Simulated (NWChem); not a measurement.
C$_{2}$H$_{3}$FN$_{2}$Si; SMILES C1=N[SiH](N=C1)F

```xyz
9

F     -0.5774     1.9738     0.0000
Si     0.4079     0.7086     0.0000
N      0.0579    -0.3999     1.3528
C     -0.2369    -1.4979     0.7681
C     -0.2369    -1.4979    -0.7681
N      0.0579    -0.3999    -1.3528
H      1.8051     1.1849     0.0000
H     -0.4769    -2.4120     1.3224
H     -0.4769    -2.4120    -1.3224
```
Atoms are numbered in this order, from 1.

Computed with NWChem. Pople sets run with spherical d functions. Coordinates come from a B3LYP/6-31G* (spherical d) optimisation. Atomic charges in e: unrestrained fits to the electrostatic potential beside Mulliken populations; buried atoms are poorly determined by the fit.

For level Hartree-Fock/6-31G*:

```
Quantity      Result
------------  ------
Mulliken F1    -0.52
ESP Si2         1.35
Mulliken Si2    1.33
Mulliken N3    -0.59
```

Question: How do the values read with level B3LYP/def2-SVP instead?

Answer: The Mulliken F1 is -0.31 and the ESP Si2 is 1.19. The Mulliken Si2 is 0.82. The Mulliken N3 comes out as -0.27.
